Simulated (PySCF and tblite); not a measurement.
Values are calculated unless marked as measured or tabulated.
Rotation: stationary points, barriers and rates

System: C4H7NSe, numbered as in [CH2:1]=[CH:2][C:3](=[Se:4])[NH:5][CH3:6].

Motion: rotation about the C2–C3 bond (torsion C1–C2–C3–Se4 from 0° to 158°, rising). The path came from a restrained scan, a climbing-image band and a saddle search at GFN2-xTB; energies are PBE0/pcSseg-1 + D3(BJ)//GFN2-xTB, thermal terms GFN2-xTB. Rates follow Eyring's equation with the number of equivalent paths and no tunnelling. Run with tblite and PySCF.

```csv
point,symmetry,E(GFN2) kcal/mol,E(DFT) kcal/mol,ZPE change kcal/mol,lowest mode cm⁻¹,dipole D
start,Cs,0.0,0.0,0.00,76,4.44
saddle,C1,4.4,4.6,-0.26,113i,4.62
end,C1,0.6,1.3,0.02,20,4.65
```

```json
{
  "Electronic barrier": "4.6 kcal/mol",
  "Barrier with zero-point energy": "4.3 kcal/mol",
  "ΔH‡ (298 K)": "4.0 kcal/mol",
  "ΔS‡ (298 K, symmetry apart)": "-2.3 cal/(mol K)",
  "Paths": "2 equivalent paths",
  "End point": "a different minimum",
  "Mean lifetime of the start against this motion at 298 K": "200 ps",
  "Cost": "61 s on 1 thread of Intel Xeon Platinum 8488C (shared host) (rough), peak memory 0.84 GiB, launched as `OMP_NUM_THREADS=1 python ens_run.py task.json out`"
}
```

```tsv
T/K	ΔG‡ kcal/mol	k s⁻¹	ΔG kcal/mol	k back s⁻¹
150	4.4	2.4×10⁶	1.1	4.6×10⁷
200	4.5	1.1×10⁸	1.0	7.3×10⁸
250	4.5	1.1×10⁹	1.0	4×10⁹
298	4.6	5×10⁹	0.9	1.2×10¹⁰
350	4.7	1.6×10¹⁰	0.9	2.9×10¹⁰
400	4.9	3.7×10¹⁰	0.9	5.4×10¹⁰
500	5.1	1.2×10¹¹	0.8	1.3×10¹¹
```

ΔG and ΔG‡ leave out symmetry numbers and mirror images; rates count paths: 2 out, 1 back.

Spin–orbit effects of heavy atoms on shieldings are missing.
